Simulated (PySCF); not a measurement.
Radial density of Sr²⁺ (strontium, charge +2)

LDA, [Kr], closed-shell 1S. All numbers are calculated (PySCF 2.14, scalar relativity through the core potential, in def2-SVP with the def2 core potential (28 electrons) (4s3p2d, 23 functions)). This is the valence pseudo-density: the core potential removes the inner electrons and smooths the orbitals near the nucleus.

```tsv
r (bohr)	4πr²ρ (e/bohr)
0.0658	1.572e-05
0.111	3.850e-05
0.186	0.0001118
0.313	0.004799
0.526	0.2566
0.885	3.783
1.49	6.151
2.50	1.053
4.21	0.01385
```

Energies and moments cover only the electrons outside the core potential.
